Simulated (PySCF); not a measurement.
This PySCF input asks for the NMR shieldings of `CC#CC[S][Al@@H-]([NH3+])[S]C`, C₅H₁₂AlNS₂; the geometry comes from GFN2-xTB.

```python
import basis_set_exchange as bse
import numpy as np
from pyscf import gto, dft
from pyscf.prop import nmr

atoms = """
C     2.045083   -1.653937    1.076612
C     1.865805   -0.887735   -0.136727
C     1.774880   -0.298031   -1.184742
C     1.682771    0.481105   -2.392973
S     0.484034    1.867377   -2.154146
Al   -0.538652    0.895358   -0.423027
N    -2.012992    2.398766   -0.417660
S    -1.814838   -0.913410   -0.720563
C    -1.754891   -1.486538    1.013099
H     1.542813   -2.616783    0.992012
H     1.634762   -1.110413    1.927169
H     3.107853   -1.821991    1.248650
H     1.335342   -0.123247   -3.232608
H     2.642389    0.940271   -2.637750
H    -0.008337    1.137756    1.000272
H    -1.528749    3.295698   -0.423691
H    -2.549797    2.332588   -1.285111
H    -2.668195    2.392581    0.361736
H    -1.161577   -0.800598    1.614811
H    -2.771714   -1.532078    1.391272
H    -1.314913   -2.479797    1.028066
"""
names = dict.fromkeys(["C", "S", "Al", "N", "H"], "pcSseg-1")
basis = {el: gto.basis.parse(bse.get_basis(n, elements=[el], fmt="nwchem")) for el, n in names.items()}
mol = gto.M(atom=atoms, basis=basis, charge=0, verbose=0)
mf = dft.RKS(mol, xc="PBE0")
mf.grids.level = 2
mf.grids.alignment = dft.numint.BLKSIZE   # the property module wants whole blocks of grid points
mf.conv_tol = 1e-9
mf.kernel()

calc = nmr.RKS(mf)   # GIAO
C = mf.mo_coeff
Co = C[:, mf.mo_occ > 0]
resp = mf.gen_response(singlet=True, hermi=2)
def vind(x):   # induced exchange potential for any number of trial vectors
    d = np.einsum("pi,xij,qj->xpq", C, 2 * x.reshape(-1, C.shape[1], Co.shape[1]), Co, optimize=True)
    return np.einsum("xpq,pi,qj->xij", resp(d - d.transpose(0, 2, 1)), C, Co, optimize=True).ravel()
mo1, _ = nmr.rhf.solve_mo1(calc, with_cphf=vind)
sigma = calc.kernel(mo1)
for i, s in enumerate(sigma):   # ppm
    w = np.linalg.eigvalsh((s + s.T) / 2)
    print("%2d %-2s iso %8.1f  s11 %8.1f  s22 %8.1f  s33 %8.1f" % (i, mol.atom_pure_symbol(i), w.mean(), *w))
```

Question: What does it print?

Answer: 
```
 0 C  iso    181.3  s11    172.9  s22    175.9  s33    195.0
 1 C  iso     92.2  s11     14.9  s22     28.6  s33    233.0
 2 C  iso     96.7  s11      3.2  s22     21.4  s33    265.6
 3 C  iso    170.5  s11    160.6  s22    171.6  s33    179.2
 4 S  iso    627.5  s11    481.6  s22    562.3  s33    838.7
 5 Al iso    427.7  s11    334.5  s22    448.9  s33    499.5
 6 N  iso    226.9  s11    219.6  s22    225.7  s33    235.3
 7 S  iso    712.9  s11    633.5  s22    697.3  s33    808.0
 8 C  iso    174.0  s11    164.1  s22    167.5  s33    190.3
 9 H  iso     29.8  s11     24.9  s22     28.4  s33     35.9
10 H  iso     29.7  s11     24.9  s22     29.3  s33     34.9
11 H  iso     29.6  s11     24.0  s22     27.3  s33     37.6
12 H  iso     28.2  s11     22.7  s22     26.4  s33     35.4
13 H  iso     28.3  s11     21.8  s22     26.6  s33     36.5
14 H  iso     27.4  s11     24.7  s22     26.3  s33     31.3
15 H  iso     29.6  s11     22.3  s22     27.6  s33     39.0
16 H  iso     29.5  s11     24.3  s22     26.7  s33     37.5
17 H  iso     29.7  s11     23.9  s22     25.6  s33     39.7
18 H  iso     29.4  s11     24.3  s22     29.5  s33     34.5
19 H  iso     29.6  s11     23.0  s22     27.1  s33     38.6
20 H  iso     29.6  s11     24.2  s22     26.9  s33     37.5
```

These numbers come from an equivalent density-fitted implementation of the same equations, which agrees with the script to about 0.01 ppm for H and up to a few tenths of a ppm for heavy atoms, so last digits may differ.

Size and cost of the density-fitted run: 234 basis functions, 62 s wall time on 1 thread of an Arm Neoverse V1, shared host; peak memory 1.1 GiB.
